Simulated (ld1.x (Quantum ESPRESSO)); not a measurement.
## Configuration tests for Dy (Z = 66) (TM)

```
Element                 : Dy (Z = 66)
Generator               : ld1.x (Quantum ESPRESSO) 7.5
Type                    : norm-conserving Troullier–Martins (Kleinman–Bylander form)
Functional              : PBE
Relativity              : non-relativistic
Frozen core             : [Xe]
Valence charge          : 12
Reference configuration : 4f10 5d0 6s1 6p1
Partial waves           : 6s (bound): rc 2.75 bohr; 6p (bound): rc 3.20 bohr; 4f (bound): rc 0.95 bohr; 5d (bound, empty): rc 2.55 bohr
Local potential         : the d channel
Core correction         : none
```

Energies are relative to the spin-unpolarised reference configuration 4f10 5d0 6s1 6p1; without spin polarisation the order of configurations can differ from experiment. Not all tests gave a result: 3 of 7 tests not solved or not reliable. Left out of the table: 4f10 5d0 6s0 6p0 (solver errors, printed error +216 meV); 4f11 5d0 6s0 6p0 (solver errors, printed error -688 meV); 4f9 5d0 6s0 6p0 (solver errors, printed error -1.5 eV).

```tsv
valence configuration	charge	ΔE all-electron (eV)	error AE − PS (meV)
4f10 5d0 6s1 6p0	+1	3.609	-7.1
4f10 5d0 6s0 6p2	0	2.310	+11
```

Q: What are ΔE and the potential's error for 4f10 5d0 6s2 6p0?

A: ΔE = -2.212 eV all-electron; the error (AE − PS) is +15 meV.

Q: What are ΔE and the potential's error for 4f10 5d0.5 6s1.5 6p0?

A: ΔE = -1.352 eV all-electron; the error (AE − PS) is +11 meV.

Note: ghost states, extra bound levels that the all-electron valence spectrum of the same l lacks: s at -26.3 eV, p at -4.5 eV. A true bound ghost makes a file unfit for plane-wave use.
